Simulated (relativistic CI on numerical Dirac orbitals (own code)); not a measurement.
Method of calculation: Dirac-Coulomb-Breit CI, orbitals from a KLI potential per configuration, QED by a radiative potential, unscaled Slater integrals (own radial code, finite nucleus).

Configuration list (outside the closed core [Ar]): 3d¹⁰4s², 3d¹⁰4s4p, 3d¹⁰4p², 3d¹⁰4s4d, 3d¹⁰4d², 3d¹⁰4s4f, 3d¹⁰4p4d, 3d¹⁰4f², 3d¹⁰4p4f, 3d¹⁰4d4f, 3d¹⁰4s5s, 3d¹⁰4s5p, 3d¹⁰4s5d, 3d¹⁰4s5f, 3d¹⁰4s5g, 3d¹⁰4s6s, 3d¹⁰4s6p, 3d¹⁰4s6d, 3d¹⁰4s6f, 3d¹⁰4s7s, 3d⁹4s²4p, 3d⁹4s²4d, 3d⁹4s²4f, 3d⁹4s²5s, 3d⁹4s²5p, 3d⁹4s²5d. Double excitations out of closed p, d and f shells are left out; levels of such configurations are missing from the list, as are those of other unlisted configurations, and high levels can miss mixing partners. These lack a partner that the ground configuration has and come out too high: 3d⁹4s²4p, 3d⁹4s²4d, 3d⁹4s²4f, 3d⁹4s²5s, 3d⁹4s²5p.

At this charge energies of transitions that change n are usually good to better than 1 %, and those within a shell (Δn = 0) to a few per cent.

Outline of the computed level scheme of Xe XXV. Lowest level of each configuration: 3d¹⁰4s² ¹S0 at 0.000 eV; 3d¹⁰4s4p ³P°0 at 45.713 eV; 3d¹⁰4p² ³P0 at 106.503 eV; 3d¹⁰4s4d ³D1 at 154.102 eV; 3d¹⁰4p4d ³F°2 at 202.378 eV; 3d¹⁰4s4f ³F°2 at 252.185 eV; 3d¹⁰4p4f ³G4 at 302.832 eV; 3d¹⁰4d² ¹G4 at 313.594 eV.

Some strong electric-dipole decays among the lowest 45 levels: 3d¹⁰4s4f ¹F°3 → 3d¹⁰4s4d ¹D2 (2.5e+11 s⁻¹); 3d¹⁰4p4d ³D°1 → 3d¹⁰4p² ³P0 (2.3e+11 s⁻¹); 3d¹⁰4s4d ¹D2 → 3d¹⁰4s4p ¹P°1 (2.2e+11 s⁻¹); 3d¹⁰4p4f ³F4 → 3d¹⁰4p4d ³D°3 (2.2e+11 s⁻¹); 3d¹⁰4p4d ³D°3 → 3d¹⁰4p² ¹D2 (2.0e+11 s⁻¹); 3d¹⁰4d² ³F2 → 3d¹⁰4p4d ³D°1 (1.8e+11 s⁻¹); 3d¹⁰4s4f ³F°4 → 3d¹⁰4s4d ³D3 (1.8e+11 s⁻¹); 3d¹⁰4p4d ¹F°3 → 3d¹⁰4p² ³P2 (1.7e+11 s⁻¹).

LS names give the leading component of a level, which can be under half, so a name can repeat, a term be missing and a line seem to break the LS rules.
